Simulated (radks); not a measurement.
Values are calculated unless marked as measured or tabulated.
The silicon ion Si2+ inside a hard spherical wall (all orbitals vanish at R), configuration held at [Ne] 3s2 and not refilled when levels cross. Level of theory: scalar-relativistic Kohn-Sham, LDA (Slater exchange, VWN5 correlation), spin-unpolarised, spherical densities, finite nucleus; Fermi nuclear charge, rms radius 3.1224 fm (a radial shooting solver on a logarithmic mesh with Libxc functionals). Eigenvalues in eV, with the zero of energy where the potential of the charges vanishes at infinity; a dash marks a level that is unbound or too diffuse for the functional's potential to be trusted. A positive occupied level is held by the wall or, in an anion where self-interaction has pushed it up, behind a barrier. The pressure on the wall is -dE/dV.

| R (bohr) | E (hartree) | kinetic (hartree) | e(1s) | e(2s) | e(2p) | e(3s) | e(3p, empty) | e(3d, empty) | pressure (GPa) |
|---|---|---|---|---|---|---|---|---|---|
| free | -287.94660 | 288.416 | -1800.4 | -160.09 | -117.00 | -28.661 | -20.653 | -10.766 | 0 |
| 20 | -287.94660 | 288.416 | -1800.4 | -160.09 | -117.00 | -28.661 | -20.653 | -10.766 | < 0.0001 |
| 15 | -287.94660 | 288.416 | -1800.4 | -160.09 | -117.00 | -28.661 | -20.653 | -10.766 | < 0.0001 |
| 5 | -287.94079 | 288.474 | -1800.2 | -159.85 | -116.77 | -28.459 | -20.273 | -9.434 | 1.21 |
| 4 | -287.89737 | 288.769 | -1799.0 | -158.86 | -115.77 | -27.381 | -18.633 | -6.583 | 14.8 |
| 3 | -287.58447 | 290.178 | -1794.8 | -155.27 | -112.15 | -21.462 | -11.052 | 2.627 | 185 |
| 2 | -285.19791 | 297.674 | -1779.3 | -143.83 | -100.38 | 15.605 | 28.681 | 37.279 | 3520 |
